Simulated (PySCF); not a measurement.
## SMILES CSc1ccn[n]1[GeH3], C₄H₈GeN₂S

Cartesian coordinates in Å; atom numbers follow the order of the lines, from 1:
```xyz
16

C     2.790   -0.021    0.307
S     1.287    0.967    0.564
C     0.067   -0.188    0.093
C     0.088   -1.545   -0.149
C    -1.242   -1.846   -0.478
N    -2.000   -0.774   -0.438
N    -1.197    0.250   -0.091
Ge   -1.953    1.918    0.037
H     2.817   -0.372   -0.720
H     3.629    0.639    0.502
H     2.801   -0.854    1.003
H     0.918   -2.219   -0.097
H    -1.657   -2.800   -0.737
H    -1.742    2.404    1.434
H    -1.243    2.802   -0.936
H    -3.368    1.648   -0.308
```

Method: quadratic response LC-wPBE/aug-pcseg-0 first hyperpolarisability, Taylor convention, gas phase in PySCF. Geometry: GFN2-xTB.

The calculation is non-relativistic, which matters for the atoms heavier than Zn.

(1) Give the tensor of the static β(0;0,0) in the axes of these coordinates.

Answers

(1) In au, Taylor convention; rows are the first index (the induced dipole):
|  | xx | yy | zz | xy | xz | yz |
| --- | --- | --- | --- | --- | --- | --- |
| x | +104.2 | +30.0 | -19.0 | +65.9 | +46.3 | +24.4 |
| y | +65.9 | -54.2 | -7.9 | +30.0 | +24.4 | +1.7 |
| z | +46.3 | +1.7 | -25.7 | +24.4 | -19.0 | -7.9 |

Norm of βᵢ = ⅓ Σⱼ (βᵢⱼⱼ + βⱼᵢⱼ + βⱼⱼᵢ): 117.4 au, hyper-Rayleigh value 70.7 au.
